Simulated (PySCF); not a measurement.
## Ni: excitation energy

Ni [Ar] 3d8 4s2 (3F) → Ni [Ar] 3d7 4s2 4p1 (high-spin determinant), as a difference of total energies. Computed with PySCF 2.14 in x2c-TZVPPall (6s5p4d2f1g, 64 functions), with scalar relativity by spin-free X2C-1e. Correlated levels: valence: [Ar] frozen; valence and next inner shell: [Ne] frozen. The calculations carry no spin-orbit coupling.

```
                                method  excitation energy (eV)
                                   UHF                   6.293
                                   LDA                   9.207
                                   PBE                   8.869
                                  PBE0                   8.305
                                  MN15                   9.423
                                B2PLYP                   8.318
                                 HSE06                   8.321
                         MP2 (valence)                   7.950
                     SCS-MP2 (valence)                   7.958
    MP2 (valence and next inner shell)                   8.263
SCS-MP2 (valence and next inner shell)                   8.144
```

Estimate what BP86 gives.

8.925 eV, closest to PBE among the rows shown.

Estimate what r2SCAN gives.

8.534 eV, closest to HSE06 among the rows shown.

A first-order spin-orbit estimate (lowest level to lowest level, LS coupling) adds 0.016 eV.

The upper state lies above the first ionisation limit, but in LS coupling its spin forbids autoionisation to the ground ion.

The basis was made for the ground configuration and has no added diffuse functions, so the excitation energy can come out too high.

The determinant of the upper state mixes LS terms, which raises its energy above the lowest term, most at the Hartree-Fock and MP2 levels.
